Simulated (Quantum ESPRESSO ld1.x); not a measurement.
Q: Radial electron density D(r) = 4 pi r^2 rho(r) of an atom or ion with 38 electrons. All-electron calculation, scalar-relativistic Kohn-Sham, Wu-Cohen GGA, spin-unpolarised, spherical densities, point nucleus. Program: ld1.x of Quantum ESPRESSO 7.5.

```
   r/bohr * D(r) (the largest magnitude, 65.6, reaches the edge; | marks zero)
 0.001195 |*
 0.001594 | *
 0.002109 |  *
 0.002813 |   *
 0.003721 |      *
 0.004963 |          *
 0.006567 |               *
 0.008759 |                      *
  0.01159 |                             *
  0.01546 |                                     *
  0.02045 |                                          *
  0.02728 |                                           *
  0.03609 |                                        *
  0.04814 |                                     *
  0.06369 |                                        *
  0.08495 |                                                 *
   0.1124 |                                                      *
   0.1499 |                                             *
   0.1984 |                                  *
   0.2646 |                                    *
   0.3501 |                                         *
   0.4669 |                              *
   0.6227 |              *
   0.8239 |        *
    1.099 |       *
    1.454 |    *
    1.939 | *
    2.566 |*
    3.422 *
    4.528 *
     6.04 *
    7.991 *
```

What is the nuclear charge?

A: Z = 42. The innermost maximum, from 1s, lies near gamma/Z bohr with gamma = sqrt(1 - (Z/c)^2) = 0.952, here 0.0227 bohr (found: 0.0248), and its height grows with Z. The density is that of the molybdenum ion Mo4+ in [Ar] 3d10 4s2 4p5 4d2 4f1; the configuration itself is not fixed sharply by these data, and Z only to a few units. D(r) has 3 maxima, at r = 0.0248, 0.109, 0.342 bohr, and minima at 0.0497, 0.220 bohr, inside which lie 2.03, 11.10 electrons.
